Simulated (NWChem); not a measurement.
**H3ClSi**

```xyz
5

Si     0.9965     0.0279     0.0000
Cl    -1.0818    -0.0303     0.0000
H      1.4600     0.7444     1.2180
H      1.4600     0.7444    -1.2180
H      1.5191    -1.3644     0.0000
```
Charge 0, spin multiplicity 1.

Program: NWChem. All single points use one geometry, from B3LYP/def2-SVP, a minimum by its harmonic frequencies.

Symmetry labels belong to the abelian group Cs used in the runs, with the axes of the coordinates shown; states degenerate in a higher group split over its labels.

The structure started from a generated list of species.

**Question.** List the lowest 4 singlet excitations that CIS/def2-SVPD gives, with oscillator strengths.

**Answer.** 
```
state  symmetry  energy (eV)  wavelength (nm)      f
-----  --------  -----------  ---------------  -----
1            a"         8.62              144  0.018
2            a'         8.62              144  0.018
3            a"         9.72              128  0.037
4            a'         9.72              128  0.037
```
